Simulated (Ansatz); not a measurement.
Harmonic frequencies (cm⁻¹) at PBE0-D4/def2-TZVP from Ansatz: 63, 91, 110, 186, 260, 335, 440, 670, 670, 742, 841, 872, 945, 1555, 2198, 2202, 3583, 3678.

Each molecule was computed in one conformer, which needn't be the lowest.

(1) Which molecule is it?
A. `N=C(S)I`
B. `B1CO1`
C. `[NH2][Zn][SiH2]F`
D. `BCBr`

Answers

(1) C.
